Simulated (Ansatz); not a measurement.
`[GeH3][C]1=CC1`, charge 0, multiplicity 1.

(1) Give a relaxed structure at PBE0-D4/def2-TZVP (the Gaussian-basis code of Ansatz). (Best estimate.)

Answers

(1) Ansatz gave: 
Z-matrix (Å, degrees):
```
Ge
C 1 1.913
H 1 1.535 2 109.7
H 1 1.536 2 109.0 3 120.6
H 1 1.536 2 109.0 3 -120.6
C 2 1.294 1 151.0 3 -0.0
C 2 1.517 1 145.9 3 180.0
H 6 1.077 2 148.5 1 0.0
H 7 1.090 2 119.2 1 -73.7
H 7 1.090 2 119.2 1 73.6
```
Point group Cs.
This is one stationary point; other conformers may exist.
